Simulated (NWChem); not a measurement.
System meant: C3H9BeN; SMILES [N](C)([Be][CH3])C

NWChem input:

```
start job
memory heap 200 mb stack 900 mb global 1100 mb
geometry units angstroms noautoz
  Be    -0.010710    -0.987429    -0.002099
  C     -0.006723    -2.670651    -0.000626
  H     -0.598194    -3.102880     0.836190
  H      1.024341    -3.075229     0.112681
  H     -0.409311    -3.108938    -0.939842
  N     -0.001695     0.531033    -0.000644
  C      1.213407     1.323074     0.000099
  C     -1.204937     1.340639     0.000074
  H      1.282162     1.988023    -0.895862
  H      1.282424     1.986014     0.897533
  H      2.114337     0.674488    -0.000811
  H     -1.264177     2.004685     0.897397
  H     -1.264071     2.006401    -0.895982
  H     -2.115206     0.705230    -0.000626
end
basis spherical
  * library def2-svp
end
dft
  xc xpbe96 cpbe96
  iterations 4
  mulliken
end
task dft energy
```

End of the output:

```
    Atom       Charge   Shell Charges
 -----------   ------   -------------------------------------------------------
    1 Be   4     3.73   1.96  0.40  0.14  0.88  0.35
    2 C    6     6.32   1.96  0.59  0.34  1.89  1.50  0.04
    3 H    1     0.95   0.61  0.27  0.07
    4 H    1     0.94   0.61  0.27  0.07
    5 H    1     0.95   0.61  0.27  0.07
    6 N    7     7.26   1.97  0.75  0.42  2.32  1.76  0.04
    7 C    6     5.99   1.96  0.58  0.30  1.86  1.19  0.10
    8 C    6     5.99   1.96  0.58  0.30  1.86  1.19  0.10
    9 H    1     0.98   0.64  0.28  0.06
   10 H    1     0.98   0.64  0.28  0.06
   11 H    1     0.96   0.64  0.26  0.06
   12 H    1     0.98   0.64  0.28  0.06
   13 H    1     0.98   0.64  0.28  0.06
   14 H    1     0.96   0.64  0.26  0.06

 center of mass
 --------------
 x =  -0.00166811 y =  -0.03097338 z =  -0.00037845

 moments of inertia (a.u.)
 ------------------
         684.632826254206          -0.000000000000          -0.000000000000
          -0.000000000000         203.829830406956          -0.000000000000
          -0.000000000000          -0.000000000000         853.829441675950

     Multipole analysis of the density
     ---------------------------------

     L   x y z        total         alpha         beta         nuclear
     -   - - -        -----         -----         ----         -------
     0   0 0 0     -0.000000    -19.000000    -19.000000     38.000000

     1   1 0 0      0.007631      0.003816      0.003816      0.000000
     1   0 1 0      0.279883      0.139941      0.139941      0.000000
     1   0 0 1      0.002431      0.001216      0.001216      0.000000

     2   2 0 0    -22.801349    -73.090598    -73.090598    123.379848
     2   1 1 0     -0.052705      0.057892      0.057892     -0.168490
     2   1 0 1     -0.000288     -0.000031     -0.000031     -0.000226
     2   0 2 0    -25.998049   -219.402716   -219.402716    412.807383
     2   0 1 1     -0.013469      0.013770      0.013770     -0.041009
     2   0 0 2    -25.024501    -21.103298    -21.103298     17.182096

 ------------------------------------------------------------------------
 dft energy failed                                                                                  0
 ------------------------------------------------------------------------
 ------------------------------------------------------------------------
  current input line :
    27: task dft energy
 ------------------------------------------------------------------------
 ------------------------------------------------------------------------
 This type of error is most commonly associated with calculations not reaching convergence criteria
 ------------------------------------------------------------------------
 For more information see the NWChem manual at https://nwchemgit.github.io

0:dft energy failed:Received an Error in Communication
```

**Question.** Find the fault in this run and fix the input.

**Answer.** The run did not converge; its last values are not results. Cause: the SCF was allowed too few iterations. This input runs:
```
start job
memory heap 200 mb stack 900 mb global 1100 mb
geometry units angstroms noautoz
  Be    -0.010710    -0.987429    -0.002099
  C     -0.006723    -2.670651    -0.000626
  H     -0.598194    -3.102880     0.836190
  H      1.024341    -3.075229     0.112681
  H     -0.409311    -3.108938    -0.939842
  N     -0.001695     0.531033    -0.000644
  C      1.213407     1.323074     0.000099
  C     -1.204937     1.340639     0.000074
  H      1.282162     1.988023    -0.895862
  H      1.282424     1.986014     0.897533
  H      2.114337     0.674488    -0.000811
  H     -1.264177     2.004685     0.897397
  H     -1.264071     2.006401    -0.895982
  H     -2.115206     0.705230    -0.000626
end
basis spherical
  Be library def2-svp
  C library def2-svp
  H library def2-svp
  N library def2-svp
end
dft
  xc xpbe96 cpbe96
  iterations 150
  mulliken
end
task dft energy
```
It converges to -188.83822 Ha (PBE/def2-SVP).
